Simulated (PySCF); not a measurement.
Compound: C3H14N2Si2.
Atom-mapped SMILES: `[CH3:1][CH:2]([CH3:3])[SiH2:4][SiH:5]([NH2:6])[NH2:7]` (hydrogens: H8, H9, H10 on C1; H11 on C2; H12, H13, H14 on C3; H15, H16 on Si4; H17 on Si5; H18, H19 on N6; H20, H21 on N7)

Structure used (PBE0-D3(BJ)/def2-SVP), in Å, numbered top down from 1:
```xyz
21
C3H14N2Si2 angstrom
C     -1.540    1.014   -0.761
C     -1.318   -0.494   -0.643
C     -2.637   -1.265   -0.654
Si    -0.275   -0.922    0.898
Si     1.697    0.358    1.040
N      2.939   -0.241    2.086
N      2.309    0.378   -0.578
H     -0.591    1.567   -0.844
H     -2.146    1.260   -1.650
H     -2.076    1.411    0.118
H     -0.717   -0.828   -1.510
H     -3.268   -0.984    0.205
H     -3.216   -1.053   -1.570
H     -2.479   -2.354   -0.605
H      0.054   -2.388    0.870
H     -1.115   -0.692    2.122
H      1.371    1.697    1.644
H      3.003    0.094    3.040
H      3.270   -1.195    2.001
H      1.694    0.274   -1.376
H      3.151    0.891   -0.814
```

Theory: PySCF 2.14.0, density-fitted response routines, TDDFT CAM-B3LYP/def2-SVPD, vertical, gas phase, core orbitals frozen in the response.

Kohn–Sham orbitals with the atoms that hold most of them (Löwdin shares over 4%, at most four atoms; ? is withheld):

| orbital | ε (eV) | atoms |
| --- | --- | --- |
| HOMO-3 | -9.94 | N6 32%, Si5 19%, Si4 15%, N7 9% |
| HOMO-2 | -9.47 | C2 29%, Si4 22%, C1 10%, C3 6% |
| HOMO-1 | -8.92 | N7 55%, Si5 12%, N6 12%, H20 6% |
| HOMO | ? | ? |
| LUMO | 1.06 | Si5 23%, Si4 10%, H20 10%, H21 9% |
| LUMO+1 | 1.08 | Si4 17%, Si5 17%, N6 8%, H18 7% |
| LUMO+2 | 1.62 | Si4 19%, C3 11%, Si5 9%, H15 7% |

(1) Which atoms hold the HOMO, and with what shares?

(2) What is the HOMO energy, and the HOMO–LUMO gap?

Answers

(1) N6 (bonded to Si and 2 H) 28%; Si4 (bonded to C, Si and 2 H) 18%; Si5 (bonded to 2 N, Si and H) 18%; N7 (bonded to Si and 2 H) 9%. By element: nitrogen 37%, silicon 36%.

(2) ε(HOMO) = -8.02 eV; the gap is 9.08 eV (0.3338 hartree).

Question: How does S1 compare with the orbital gap of 9.08 eV?

Answer: S1 is at 5.94 eV (f = 0.024), 3.14 eV below the gap, made of HOMO→LUMO+1 (79%), HOMO→LUMO (11%). 

Next come S2 at 6.16 eV (f 0.029), HOMO→LUMO (64%), HOMO-1→LUMO (10%), HOMO→LUMO+2 (10%); S3 at 6.69 eV (f 0.020), HOMO-1→LUMO (67%), HOMO→LUMO (9%); S4 at 6.91 eV (f 0.050), HOMO→LUMO+2 (48%), HOMO→LUMO+4 (9%); S5 at 7.14 eV (f 0.037), HOMO-1→LUMO+1 (72%).

One conformer stands for the species.
